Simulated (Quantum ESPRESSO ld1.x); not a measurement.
Results of a calculation; reference values are marked as such.
Nd+, configuration [Xe] 4f4 6s1.

Level of theory: scalar-relativistic Kohn-Sham, LDA (Slater exchange, VWN5 correlation), spin-unpolarised, spherical densities, point nucleus (ld1.x of Quantum ESPRESSO 7.5).

Energy parts (Ry):
part                      energy
total                 -19233.804
kinetic                20466.926
electron-nucleus      -46702.686
Hartree                 7432.151
exchange-correlation    -430.195

Orbitals (lengths in bohr, moments of r in powers of bohr; <r^-3> diverges for s and p1/2):
orbital	occ.	eigenvalue (Ry)	<r^-3>
1s	2	-3187.37	-
2s	2	-515.982	-
2p	6	-461.520	9009
3s	2	-112.246	-
3p	6	-95.0699	1833
3d	10	-71.1828	250.5
4s	2	-22.6387	-
4p	6	-17.0093	401.0
4d	10	-9.00647	45.04
4f	4	-0.58222	4.905
5s	2	-3.42718	-
5p	6	-2.07219	54.39
6s	1	-0.62093	-

The highest occupied level is 4f at -7.921 eV. The density falls to 0.001 e/bohr^3 at r = 4.59 bohr. Summed over all electrons, <r^2> = 60.51 bohr^2, which gives a Langevin (diamagnetic) susceptibility term of -47.9 x 10^-6 cm^3/mol.
